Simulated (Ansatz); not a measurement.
One change: `IC1C[SiH2]O1` becomes `C1C[SiH2]O1`.

Ansatz, PBE0-D4/def2-TZVP geometries, multiplicity 1. 

Elements past krypton have def2 core potentials.

```tsv
property	`IC1C[SiH2]O1`
LUMO energy (ωB97M-V/def2-TZVPP) / eV	0.96
HOMO–LUMO gap (PBE/def2-TZVPP) / eV	4.19
HOMO energy (B3LYP/def2-TZVPP) / eV	-6.95
size of the dipole moment (ωB97M-V/def2-TZVPP) / D	2.89
size of the dipole moment (B3LYP/def2-TZVPP) / D	2.92
HOMO energy (ωB97M-V/def2-TZVPP) / eV	-9.36
```

(1) What does the change do to each property? (An estimate is asked.)

Results:

(1) The calculation gave: 
```csv
property,`C1C[SiH2]O1`,shift
LUMO energy (ωB97M-V/def2-TZVPP) / eV,1.56,0.60
HOMO–LUMO gap (PBE/def2-TZVPP) / eV,5.37,1.18
HOMO energy (B3LYP/def2-TZVPP) / eV,-7.64,-0.69
size of the dipole moment (ωB97M-V/def2-TZVPP) / D,1.79,-1.10
size of the dipole moment (B3LYP/def2-TZVPP) / D,1.79,-1.13
HOMO energy (ωB97M-V/def2-TZVPP) / eV,-10.22,-0.86
```

With PBE0 the HOMO falls by 0.67 eV and the LUMO rises by 0.86 eV, so the gap widens by about 1.53 eV. PBE moves the HOMO by -0.31 eV and ωB97M-V by -0.86 eV. Dipoles are sizes alone; their direction can turn.

B3LYP here is the variant with VWN-RPA as its local correlation; programs differ in this.

Spin–orbit coupling is left out; it splits and shifts lone-pair levels of the heavy atoms by tenths of an eV.
